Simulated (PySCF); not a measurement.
Gas-phase reaction: MoO3 + 2 Cl = MoO2Cl2 + O

Energies from PySCF (xtb for GFN2), thermal terms from the rigid-rotor harmonic-oscillator model, ideal gas at 1 bar. S°(298 K) at PBE0/def2-TZVP differs from the NASA 1993 table for MoO3 (+7 J/mol/K); whether the harmonic model or the table's entry is off was not settled. † marks an energy on the PBE0/def2-TZVP geometry and frequencies; other levels use their own. MP2 freezes the core. Open shells (unrestricted): Cl (multiplicity 2, electronic degeneracy 6), O (multiplicity 3, electronic degeneracy 9); the rest are closed-shell singlets. GFN2 has no spin-polarisation term. Spin-orbit splitting is ignored; it lowers the true energy and changes the entropy of Cl, O. B3LYP is the form with VWN-RPA correlation. Mo: scalar-relativistic def2 core potential, no spin-orbit coupling. MP2 isn't extrapolated to the basis-set limit; its ΔH°(298 K) is -260.0 kJ in def2-SVP and -273.9 kJ in def2-TZVPP. The harmonic model lacks anharmonicity and excited electronic states, which grow with temperature; levels with a mode under 35 cm⁻¹ are left out. Strong static correlation: MoO3. Soft modes under 120 cm⁻¹ make the harmonic entropy rough for MoO2Cl2.

| level | ΔE electronic, kJ | ΔH°(298 K), kJ | ΔS°(298 K), J/K | ΔG°(1800 K), kJ |
|---|---|---|---|---|
| B3LYP/def2-TZVP† | -263 | -263 | -120 | -55 |
| BLYP/def2-TZVP† | -227 | -227 | -120 | -20 |
| GFN2-xTB | -57 | -56 | -117 | 146 |
| HF/def2-TZVP† | -377 | -377 | -120 | -170 |
| MP2/def2-SVP† | -260 | -260 | -120 | -53 |
| PBE/def2-TZVP† | -255 | -256 | -120 | -48 |
| PBE0/def2-QZVP† | -296 | -296 | -120 | -89 |
| PBE0/def2-TZVP | -296 | -296 | -120 | -89 |
| r2SCAN/def2-TZVP† | -294 | -294 | -120 | -87 |
| ωB97X-V/def2-TZVP† | -292 | -292 | -120 | -85 |
ΔH° is lowest at HF/def2-TZVP† and highest at GFN2-xTB. No reference value is set beside these.
